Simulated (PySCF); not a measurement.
# PBE beside CCSD(T) along the fourth-period p block: bonds to Br

PBE and CCSD(T) in PySCF with def2-TZVPP on every atom, for the lowest determinant that a PBE0 search found; no spin–orbit coupling.

```tsv
molecule	state (unpaired electrons)	PBE Re (Å)	PBE ωe (cm⁻¹)	PBE De (eV)	CCSD(T) Re (Å)	CCSD(T) ωe (cm⁻¹)	CCSD(T) De (eV)
GaBr	singlet (closed shell)	2.393	257	4.50	2.365	274	4.32
GeBr	doublet (π ↑)	2.347	285	3.88	2.325	301	3.50
SeBr	doublet (π ↑)	2.289	319	2.83	2.281	323	2.26
Br2	singlet (closed shell)	2.311	314	2.49	?	?	?
```

Estimate the CCSD(T) values of Br2 by adding the mean shift from PBE to CCSD(T) of the other rows, and compare with the calculation.

The mean shifts are -1.9 pm, +12 cm⁻¹ and -0.38 eV, which give 2.292 Å, 326 cm⁻¹ and 2.11 eV. CCSD(T)/def2-TZVPP gives Re = 2.300 Å, ωe = 320 cm⁻¹, De = 2.05 eV.

What are the mean differences of PBE from CCSD(T) over the whole series?

Re +1.7 pm, ωe -11 cm⁻¹, De +0.39 eV.

In a basis of this size CCSD(T) is itself not converged; it tends to give bonds that are too long and too weak.

Correlated steps freeze 18 core orbitals. Where the molecule has an RHF reference, its open-shell atoms are computed with UHF. States were picked by a PBE0 search and need not be the measured ground states.
